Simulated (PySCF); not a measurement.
C₃H₇ClSi, SMILES C[SiH2]/C=C/Cl.

The structure is a stationary point at PBE-D3(BJ)/def2-SVP. The structure was generated by enumeration; whether it is a known compound was not checked. The values are those of a single conformer.

These are PBE-D3(BJ)/def2-SVP run with PySCF values and carry that method's errors.

Frequencies are harmonic and unscaled.

**Question.** List the normal modes with their intensities. (An estimate is asked for; the answer gives what the named calculation found.)

**Answer.** 
```json
[
 {"mode": "1", "ν (cm⁻¹)": "70", "IR (km/mol)": "0.2", "moving atoms (share of kinetic energy)": "C 57 %, H 29 %, Cl 9 %"},
 {"mode": "2", "ν (cm⁻¹)": "121", "IR (km/mol)": "0.4", "moving atoms (share of kinetic energy)": "C 48 %, H 36 %, Cl 11 %"},
 {"mode": "3", "ν (cm⁻¹)": "144", "IR (km/mol)": "0.3", "moving atoms (share of kinetic energy)": "H 74 %, C 19 %"},
 {"mode": "4", "ν (cm⁻¹)": "197", "IR (km/mol)": "0.6", "moving atoms (share of kinetic energy)": "H 48 %, C 35 %, Si 11 %"},
 {"mode": "5", "ν (cm⁻¹)": "250", "IR (km/mol)": "1.3", "moving atoms (share of kinetic energy)": "C 57 %, H 19 %, Si 12 %, Cl 11 %"},
 {"mode": "6", "ν (cm⁻¹)": "322", "IR (km/mol)": "8.6", "moving atoms (share of kinetic energy)": "Cl 38 %, Si 33 %, C 20 %, H 10 %"},
 {"mode": "7", "ν (cm⁻¹)": "473", "IR (km/mol)": "9.7", "moving atoms (share of kinetic energy)": "H 86 %, Si 10 %"},
 {"mode": "8", "ν (cm⁻¹)": "627", "IR (km/mol)": "7.5", "moving atoms (share of kinetic energy)": "H 74 %, C 20 %"},
 {"mode": "9", "ν (cm⁻¹)": "662", "IR (km/mol)": "2.9", "moving atoms (share of kinetic energy)": "H 58 %, C 33 %"},
 {"mode": "10", "ν (cm⁻¹)": "702", "IR (km/mol)": "57.7", "moving atoms (share of kinetic energy)": "H 45 %, C 32 %, Si 21 %"},
 {"mode": "11", "ν (cm⁻¹)": "766", "IR (km/mol)": "22.6", "moving atoms (share of kinetic energy)": "C 58 %, H 21 %, Si 11 %, Cl 10 %"},
 {"mode": "12", "ν (cm⁻¹)": "777", "IR (km/mol)": "21.4", "moving atoms (share of kinetic energy)": "H 52 %, C 44 %"},
 {"mode": "13", "ν (cm⁻¹)": "804", "IR (km/mol)": "92.8", "moving atoms (share of kinetic energy)": "C 58 %, H 28 %, Cl 9 %"},
 {"mode": "14", "ν (cm⁻¹)": "857", "IR (km/mol)": "30.0", "moving atoms (share of kinetic energy)": "H 79 %, C 17 %"},
 {"mode": "15", "ν (cm⁻¹)": "875", "IR (km/mol)": "217.7", "moving atoms (share of kinetic energy)": "H 75 %, Si 13 %, C 11 %"},
 {"mode": "16", "ν (cm⁻¹)": "907", "IR (km/mol)": "94.5", "moving atoms (share of kinetic energy)": "H 95 %"},
 {"mode": "17", "ν (cm⁻¹)": "940", "IR (km/mol)": "28.0", "moving atoms (share of kinetic energy)": "H 92 %"},
 {"mode": "18", "ν (cm⁻¹)": "1130", "IR (km/mol)": "16.4", "moving atoms (share of kinetic energy)": "H 81 %, C 18 %"},
 {"mode": "19", "ν (cm⁻¹)": "1214", "IR (km/mol)": "12.9", "moving atoms (share of kinetic energy)": "H 79 %, C 21 %"},
 {"mode": "20", "ν (cm⁻¹)": "1252", "IR (km/mol)": "6.4", "moving atoms (share of kinetic energy)": "H 86 %, C 14 %"},
 {"mode": "21", "ν (cm⁻¹)": "1383", "IR (km/mol)": "4.5", "moving atoms (share of kinetic energy)": "H 96 %"},
 {"mode": "22", "ν (cm⁻¹)": "1385", "IR (km/mol)": "2.0", "moving atoms (share of kinetic energy)": "H 96 %"},
 {"mode": "23", "ν (cm⁻¹)": "1592", "IR (km/mol)": "164.6", "moving atoms (share of kinetic energy)": "C 95 %"},
 {"mode": "24", "ν (cm⁻¹)": "2145", "IR (km/mol)": "114.2", "moving atoms (share of kinetic energy)": "H 97 %"},
 {"mode": "25", "ν (cm⁻¹)": "2153", "IR (km/mol)": "106.1", "moving atoms (share of kinetic energy)": "H 96 %"},
 {"mode": "26", "ν (cm⁻¹)": "2978", "IR (km/mol)": "3.3", "moving atoms (share of kinetic energy)": "H 97 %"},
 {"mode": "27", "ν (cm⁻¹)": "3078", "IR (km/mol)": "2.8", "moving atoms (share of kinetic energy)": "H 91 %, C 9 %"},
 {"mode": "28", "ν (cm⁻¹)": "3083", "IR (km/mol)": "2.6", "moving atoms (share of kinetic energy)": "H 91 %, C 9 %"},
 {"mode": "29", "ν (cm⁻¹)": "3086", "IR (km/mol)": "0.6", "moving atoms (share of kinetic energy)": "H 92 %, C 8 %"},
 {"mode": "30", "ν (cm⁻¹)": "3116", "IR (km/mol)": "2.8", "moving atoms (share of kinetic energy)": "H 91 %, C 9 %"}
]
```
